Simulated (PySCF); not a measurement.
Si(OH)4 cation (H4O4Si), SMILES O[Si](O)(O)O (connectivity only; charge and spin as stated), charge +1, multiplicity 2. Atoms are numbered in the order given.

```xyz
9

O     -1.0928     0.1556     1.1114
Si     0.0000     0.0000    -0.1869
O      0.1477     1.4060    -0.9222
O     -0.1477    -1.4060    -0.9222
O      1.0928    -0.1556     1.1114
H     -1.1744     1.0198     1.5655
H      0.5506     1.6280    -1.7707
H     -0.5506    -1.6280    -1.7707
H      1.1744    -1.0198     1.5655
```
Charge +1, spin multiplicity 2.

Geometry optimised at ωB97X-D3(BJ)/def2-SVP. The multiplicity is an assumed one; no other spin state was optimised. The isomer is the one that the SMILES or the coordinates give; other isomers of the formula were not compared. Other conformers were not sampled.

Level of theory: ωB97X-D3(BJ)/def2-SVP (PySCF).

Frequencies are harmonic and unscaled.

```tsv
mode	ν (cm⁻¹)	IR (km/mol)	moving atoms (share of kinetic energy)
1	204	5.3	O 84 %, H 16 %
2	247	231.6	H 66 %, O 26 %
3	267	1.2	O 60 %, H 39 %
4	279	28.2	O 51 %, H 27 %, Si 22 %
5	293	102.4	H 65 %, O 33 %
6	314	18.1	Si 41 %, O 35 %, H 25 %
7	350	10.4	O 55 %, H 27 %, Si 18 %
8	441	61.4	H 79 %, O 19 %
9	583	136.2	O 75 %, Si 14 %, H 11 %
10	599	373.5	H 82 %, O 14 %
11	617	141.8	H 82 %, O 18 %
12	634	31.0	H 69 %, O 31 %
13	778	88.4	O 75 %, H 21 %
14	783	163.7	H 83 %, O 16 %
15	791	40.6	H 69 %, O 29 %
16	1044	197.9	O 46 %, Si 44 %, H 10 %
17	1147	199.2	Si 49 %, O 45 %
18	3715	731.8	H 94 %
19	3740	208.9	H 94 %
20	3911	227.8	H 94 %
21	3920	458.0	H 94 %
```
